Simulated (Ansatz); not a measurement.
**One arrangement of a pair**

The pair of NH3 (SMILES N, atoms 1–4) and SbH3 (SMILES [SbH3], atoms 5–8), both closed shells, in one local arrangement (a lower one may exist), relaxed at PBE0-D4/def2-TZVP:

```tsv
atom	x (Å)	y (Å)	z (Å)
N1	-0.0126	-0.2536	-1.5335
H2	0.7207	-0.7823	-1.9897
H3	-0.8565	-0.8124	-1.5691
H4	-0.1764	0.5767	-2.0896
Sb5	0.6997	0.4635	1.4487
H6	-0.0236	-1.0804	1.4851
H7	-0.7818	1.2350	1.1059
H8	0.4305	0.6535	3.1422
```

Program: Ansatz 0.2.0. Basis: def2-TZVPPD, with def2-QZVPPD for the basis limit. Cores are frozen in the correlated methods. Filled d shells of the heavier atoms are correlated. Core potentials replace the inner electrons of the atoms past krypton. The def2 sets are not built for correlating such inner shells, so the correlated values are less sure here. B3LYP uses VWN-RPA correlation. Extrapolation: Hartree–Fock as exp(−7.88 √X), correlation as X^−2.97. Interaction energies count from these two fragments, frozen as in the pair, with the counterpoise correction; negative means bound.

(1) What is the interaction energy by CCSD(T) at an estimated basis limit (MP2 extrapolated from triple and quadruple zeta, plus CCSD(T) − MP2 in triple zeta)? (To be estimated.)

No T1 diagnostic of these runs exceeds 0.015.

Results:

(1) The calculation gives: -2.84 kcal/mol. Hartree–Fock alone gives -0.78 kcal/mol at the basis limit. It counts from the two fragments frozen as in the pair.

The same quantity by other methods in triple zeta, and each one's difference from that estimate:
```
   method  E_int (kcal/mol)  difference
   PBE-D4             -3.49       -0.65
revPBE-D4             -3.28       -0.45
  BLYP-D4             -3.06       -0.22
r2SCAN-D4             -2.99       -0.15
   B97M-V             -3.63       -0.79
  PBE0-D4             -3.40       -0.57
 B3LYP-D4             -3.18       -0.34
 HSE06-D4             -3.37       -0.54
  wB97X-V             -3.11       -0.27
  wB97M-V             -3.21       -0.37
   B2PLYP             -1.85        0.99
       HF             -0.73        2.11
      MP2             -2.55        0.29
     CCSD             -1.99        0.85
  CCSD(T)             -2.30        0.53
```
Differences are method less estimate.

Basis-set superposition shift (counterpoise-corrected less uncorrected): CCSD(T) 0.83; MP2 0.84; HF 0.09; PBE0-D4 0.12; wB97M-V 0.16 kcal/mol.

For scale, one of the runs: CCSD(T)/def2-TZVPPD, 195 basis functions, launched by `ansatz run in.yaml --threads 4 --pin off --events-out ev --progress --plain --max-ram 9574MiB`. The run took 39 s on 4 CPU threads of an Arm Neoverse V2 (shared host), with 2.5 GiB of host memory at its peak.
